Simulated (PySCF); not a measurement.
Cl₄Cr, SMILES [Cl][Cr-]([Cl])([Cl])[Cl] (connectivity only; charge and spin as stated), charge -1, multiplicity 4.

Geometry optimised at B3LYP-D3(BJ)/def2-SVPD. The geometry has at least one imaginary mode, so it is a saddle point at that level. The spin state was assumed, not searched.

Two levels are set side by side: PBE/def2-SVPD (PySCF) and CAM-B3LYP/def2-SVPD (PySCF). Same geometry, gas phase. Differences are taken from unrounded values.

| quantity | CAM-B3LYP | PBE | PBE minus CAM-B3LYP |
|---|---|---|---|
| α-spin orbital gap (eV) | 5.90 | 0.53 | -5.37 |
| β-spin orbital gap (eV) | 8.44 | 3.67 | -4.76 |
| mean polarisability (bohr³) | 106.9 | 116.2 | 9.3 |

Loosely held outer electrons make PBE densities more polarisable. Differences between two approximate levels are no errors against the true value.

Rough cost on one machine, each run with all the roots and properties that it gave: CAM-B3LYP against PBE within a factor of 2.
